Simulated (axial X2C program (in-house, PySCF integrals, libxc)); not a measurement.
**Levels of GaCl⁺ by electron attachment to GaCl²⁺ (EOM-EA-CCSD)**

Computed with an in-house all-electron X2C program for linear molecules (integrals from PySCF): two-component X2C with atomic mean-field Coulomb and Gaunt terms, Gaussian nuclei, basis Ga dyall-acv3z, Cl dyall-av3z with contracted cores.

R = 2.100 Å (near the PBE0 minimum at charge 1 of the determinant lowest at the starting distance; the state shown can have its own minimum elsewhere).

Hartree–Fock spinors of GaCl²⁺ (one of each Kramers pair; a window near the gap, which can cut inner shells):

```
  ω  occupied  ε (eV)                     character
1/2       yes  -28.44   55% Cl p, 32% Ga s, 6% Cl s
1/2       yes  -26.18    86% Cl p, 5% Ga p, 5% Ga d
3/2       yes  -26.09    86% Cl p, 5% Ga p, 5% Ga d
1/2        no  -16.93  38% Ga s, 31% Ga p, 25% Cl p
1/2        no  -11.76    78% Ga p, 9% Cl d, 6% Cl p
3/2        no  -11.67    78% Ga p, 9% Cl d, 6% Cl p
1/2        no   -8.37   46% Ga p, 30% Ga d, 9% Cl p
1/2        no   -6.90    73% Ga s, 8% Cl s, 7% Cl d
3/2        no   -5.72             92% Ga d, 7% Cl d
```

Levels of GaCl⁺ obtained by attaching an electron to GaCl²⁺:

```json
{"Ω": "1/2", "binding energy (eV)": "17.640", "above lowest (cm⁻¹)": "0", "attached spinor": "38% Ga sσ, 30% Ga pσ, 25% Cl pσ", "one-particle weight": "0.96"}
{"Ω": "1/2", "binding energy (eV)": "12.651", "above lowest (cm⁻¹)": "40235", "attached spinor": "79% Ga pπ, 9% Cl dπ", "one-particle weight": "0.86"}
{"Ω": "3/2", "binding energy (eV)": "12.566", "above lowest (cm⁻¹)": "40922", "attached spinor": "79% Ga pπ, 9% Cl dπ", "one-particle weight": "0.74"}
{"Ω": "1/2", "binding energy (eV)": "8.804", "above lowest (cm⁻¹)": "71261", "attached spinor": "48% Ga pσ, 27% Ga dσ, 9% Cl pσ", "one-particle weight": "0.69"}
```

Take the first Ω = 1/2 and Ω = 3/2 rows of π character: how far apart are they, and which lies lower?

E(3/2) − E(1/2) = 40922 − 40235 = 687 cm⁻¹ at EOM-EA-CCSD: regular, Ω = 1/2 lower. Splittings at this level can be off by ten to twenty per cent.

This point took 36 s on 1 thread of Intel(R) Xeon(R) Processor @ 2.30GHz, with other jobs on the host.

Reference electrons by ω block (each with its −ω partner): 1/2: 16, 3/2: 6, 5/2: 1. 18 electrons of GaCl²⁺ correlated (inner shells frozen), 92 natural virtual spinors (a truncated set); levels can be off by some tenths of an eV. Roots sought by Ω: (1/2: 5, 3/2: 4, 5/2: 2, 7/2: 1); the list ends where they run out and leaves out roots under 60 % one-particle weight. The solver can skip a root, and states that need a further excitation, which the method places far too high, are missing though they may lie low or lowest. T1 of the reference 0.020 (Lee–Taylor). The reference was not checked to be the lowest state of its species. Number of frozen shells: Ga 3 s, 2 p; Cl 2 s, 1 p. Left out with split weight: Ω = 1/2 at 10.80 eV (0.25).
